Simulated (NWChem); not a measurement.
Molecule: GeN₂H₆; SMILES [NH2][GeH2][NH2]

```xyz
9

Ge     0.3120    -0.0061    -0.1995
N     -0.7637    -1.4132     0.2578
N     -0.8120     1.4361    -0.2480
H      1.4246     0.0052     0.8774
H      0.9624    -0.0458    -1.6041
H     -1.4824    -1.6433    -0.4229
H     -0.2784    -2.2621     0.5327
H     -1.2310     1.6845     0.6440
H     -0.4318     2.2714    -0.6835
```
Atoms are numbered in this order, from 1.

Results from NWChem. Pople sets run with spherical d functions. STO-3G and 3-21G are far too small for this property and stand as cheap habits. All runs use the structure optimised with PBE0/def2-SVP. Field at 589 nm.

### Question
Order these runs by computing time, cheapest first, and give rough ratios: B3LYP/6-31G*; B3LYP/STO-3G; B3LYP/aug-cc-pVDZ.

### Answer
B3LYP/STO-3G (1), B3LYP/6-31G* (5), B3LYP/aug-cc-pVDZ (50). Ratios are rough, from one shared machine; the cheapest took roughly 8 core-seconds. What differs between the cheapest and the dearest: isotropic polarisability (bohr³) 20.4 → 54.4; anisotropy (bohr³) 8.9 → 6.8.
